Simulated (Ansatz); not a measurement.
The cluster W₂O₄⁺. Charge 1, multiplicity 2. Geometry r2SCAN-D4/def2-SVP; atoms count from 1.

```
atom    x (Å)    y (Å)    z (Å)
  W1  -0.6283   0.1039   0.8651
  W2   1.6100  -0.5794  -0.0075
  O3  -1.6342  -0.0894  -0.7260
  O4  -1.4516   1.3070  -0.3396
  O5   2.1410   0.8489  -0.7206
  O6  -0.0370  -1.5909   0.9287
```

In the def2 sets W takes a core potential; there is no spin–orbit coupling. The structure holds 1 bond(s) between oxygen atoms. The charge 1 doublet is spin-contaminated (final ⟨S²⟩ up to 1.34, 0.75 for a pure state). No other spin state of charge 1 was run. The geometry of the doublet was relaxed on an unsound state (⟨S²⟩ 1.19, where a pure state has 0.75). Another isomer (doublet) lies 4.60 eV lower at PBE0-D4/def2-TZVP; other spin states weren't run for this one.

(1) Estimate the Mulliken populations from the PBE0/def2-TZVP orbitals of Ansatz.

(2) Where does the spin sit?

(3) And the Mayer bond orders between bonded heavy atoms (over 0.3)?

## Answers

(1) 
```tsv
atom	charge (e)	spin (α − β)	d electrons
W1	1.15	-0.95	3.83
W2	1.05	2.09	3.97
O3	-0.16	-0.06	–
O4	-0.21	0.04	–
O5	-0.33	-0.17	–
O6	-0.51	0.05	–
```
Mulliken values and Mayer orders depend strongly on the basis.

(2) Summed by element: W 1.14, O -0.14, of 1 unpaired in all. Largest on single atoms: W2 2.09, W1 -0.95, O5 -0.17.

(3) W1–W2 1.47 (2.50 Å); W1–O3 1.17 (1.89 Å); W1–O4 1.17 (1.89 Å); W1–O6 1.52 (1.80 Å); W2–O5 2.34 (1.68 Å); W2–O6 0.49 (2.15 Å); O3–O4 0.85 (1.46 Å).
